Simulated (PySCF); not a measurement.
From computed data to an observable: oscillator strength and radiative lifetime

(E)-3-chloropent-3-en-1-yne (C₅H₅Cl), SMILES C#C/C(Cl)=C\C.

Geometry optimised at B3LYP-D3(BJ)/def2-SVP.

TDA-B3LYP/def2-SVPD in PySCF 2.14.0 puts the first singlet state with f over 0.02 at 5.53 eV (vertical), with the transition dipole (1.192, -0.854, 0.000) in atomic units.

Find the oscillator strength, the wavelength and the radiative lifetime that this transition would have in vacuum if emission retraced absorption.


|μ|² = 2.1502 au, so |μ| = 3.73 D. ΔE = 5.53/27.211 = 0.2032 hartree. f = (2/3) ΔE |μ|² = 0.291 (the program prints 0.292).
λ = 1239.84/5.53 = 224 nm; ν = 44602 cm⁻¹.
Einstein's coefficient A = 0.6670 ν² f s⁻¹ (ν in cm⁻¹) = 3.9e8 s⁻¹, so τ = 1/A = 2.6 ns. This state is S3; the lower singlets have f = 0.000, 0.000. The figure is the radiative limit of this one transition; relaxation, internal conversion, crossing to triplets and a medium change what is measured.
